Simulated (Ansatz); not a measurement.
Consider the redistribution: `[SiH3][SiH]1[CH2][AlH]1` + `BS[SiH2]C` → `C[SiH2][SiH]1[CH2][AlH]1` + `BS[SiH3]`.

Program: Ansatz. Geometries: PBE0-D4/def2-TZVP. ΔE: electronic, gas phase. CCSD(T)/CBS adds triple-zeta CCSD(T) − MP2 to the extrapolated MP2 energy (def2 sets, frozen cores). Functionals use def2-TZVPP. B3LYP here is the variant with VWN-RPA as its local correlation; programs differ in this. Each species was taken in one conformer, which may not be the lowest.

| level | ΔE (eV) |
| --- | --- |
| B3LYP-D4 | 0.08 |
| ωB97M-V | 0.09 |
| PBE | 0.09 |
| CCSD/def2-TZVPP | 0.08 |

Question: What does CCSD(T)/CBS give? (An estimate is asked.)

Answer: The calculation gave: +0.08 eV. The listed levels differ from it by 0.00, 0.01, 0.01, 0.00 eV.

Largest T1 diagnostic among the species: 0.014.
